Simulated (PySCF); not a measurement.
Delta-SCF ions had no search for a lower state. 

**CH$_{2}$NOSi, SMILES `N#C[SiH2][O-]` (charge -1, multiplicity 1)**

These are CAM-B3LYP-D3(BJ)/def2-TZVPD (PySCF) values and carry that method's errors.

```
Quantity                                                       Result
--------------------------------------  -----------------------------
HOMO                                                         -3.68 eV
vertical detachment energy (Delta-SCF)                        4.53 eV
total energy                                             -458.8907 Ha
cost                                    very roughly 2.0 core-minutes
```

Bond lengths (Å): N1–C2 1.150, C2–Si3 1.929, Si3–O4 1.547, Si3–H5 1.504, Si3–H6 1.504. Bond angles (°): N1–C2–Si3 179.6, C2–Si3–O4 114.7, C2–Si3–H5 98.7, C2–Si3–H6 98.7, O4–Si3–H5 118.8, O4–Si3–H6 118.8, H5–Si3–H6 103.7.
Charge -1, spin multiplicity 1.
